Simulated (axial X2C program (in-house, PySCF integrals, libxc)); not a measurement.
## Which molecule has these constants?

Calculated with an axial X2C code built on PySCF integrals, spin-free (one-electron X2C) or two-component (2c: spin–orbit coupling with atomic mean-field Coulomb and Gaunt terms, which also bring small scalar terms), in Dyall basis sets with cores contracted in-house; open shells are unrestricted.

A two-component CCSD(T) calculation in a Dyall 3-zeta basis gave Re = 2.036 Å, ωe = 561.9 cm⁻¹, Ω = 0.

Task: Which molecule is it?
A. GeS
B. GeTe
C. GeO

Result: A. The others have GeO 1.638 Å and 972.1 cm⁻¹ (Ω = 0); GeTe 2.372 Å and 315.9 cm⁻¹ (Ω = 0).

Frozen shells (counts by l): GeS Ge 3s2p1d, S 2s1p, 10 electrons correlated; GeO Ge 3s2p1d, O 1s, 10 electrons correlated; GeTe Te 4s3p2d, Ge 3s2p1d, 10 electrons correlated. Coupled cluster in natural virtuals with an MP2 remainder. Where the outer core of a metal is frozen, bonds come out longer and ionisation energies lower.

Each entry is the lowest single determinant of a limited PBE0 search at one distance. De goes to single-determinant-based atoms at the same level (for ions the charge split of lowest energy) and is withheld (n/a) where an atom does not fit its ground term or J level. Main or longest-lived isotopes. One determinant is a doubtful description, or other states lie close, for GeO, GeTe; these need not be ground states, and all values refer to the states named.
